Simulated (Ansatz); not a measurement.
Program: Ansatz. Geometries: PBE0-D4/def2-TZVP. ΔE: electronic, gas phase. CBS: MP2 limit from def2 TZ/QZ plus the TZ coupled-cluster correction, frozen cores. Functionals use def2-TZVPP. B3LYP here is the variant with VWN-RPA as its local correlation; programs differ in this. Elements past krypton have def2 core potentials. For Ge, Sn outer-core shells are correlated without core-valence functions, which leaves a few kJ/mol of doubt a bond. Scalar relativity is left out up to krypton. Each species was taken in one conformer, which may not be the lowest.

`C[NH][GeH]([F])[Cl]` + `F[SiH2][SnH3]` → `F[SiH2][GeH]([F])[Cl]` + `C[NH][SnH3]`  (redistribution)

| level | ΔE (kJ/mol) |
| --- | --- |
| r2SCAN-D4 | 54.1 |
| PBE0-D4 | 54.9 |
| B3LYP-D4 | 49.5 |
| r2SCAN | 54.2 |
| B3LYP | 50.2 |
| HF/def2-TZVPP | 59.2 |
| CCSD/def2-TZVPP | 56.9 |
| MP2/CBS(def2) | 54.8 |

Question: What does CCSD(T)/CBS give? (An estimate is asked.)

Answer: The calculation gave: +53.0 kJ/mol. The listed levels differ from it by 1.1, 1.9, -3.5, 1.2, -2.8, 6.2, 3.9, 1.8 kJ/mol.

Largest T1 diagnostic among the species: 0.013.

From PBE to PBE0 (25 % exact exchange), in def2-TZVPP and without D4, ΔE moves by +5.6 kJ/mol.
